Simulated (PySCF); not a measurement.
**Excitation energy of N²⁺ by level of theory**

N²⁺ [He] 2s2 2p1 (2P) → N²⁺ [He] 2s1 2p1 3d1 (high-spin determinant), as a difference of total energies. Computed with PySCF 2.14 in x2c-TZVPPall with one added diffuse shell each of s, p, d type (6s4p3d1f, 40 functions), with the spin-free X2C one-electron Hamiltonian (Gaussian nucleus). Correlated levels: valence: 1s2 frozen. The calculations carry no spin-orbit coupling.

```
           method  excitation energy (eV)
              UHF                  39.263
    MP2 (valence)                  40.577
SCS-MP2 (valence)                  40.931
   CCSD (valence)                  41.109
CCSD(T) (valence)                  41.072
```

Task: How much does correlation contribute at CCSD(T) (valence)?

Result: 41.072 − (39.263) = 1.809 eV, measured against UHF.

The promoted electron is Rydberg-like, and one or two diffuse shells describe it only roughly, which tends to raise the upper state.

The coupled-cluster amplitudes are large for the upper state (T1 above 0.03 or a double amplitude above 0.15), so a single reference is strained.

The determinant of the upper state mixes LS terms, which raises its energy above the lowest term, most at the Hartree-Fock and MP2 levels.
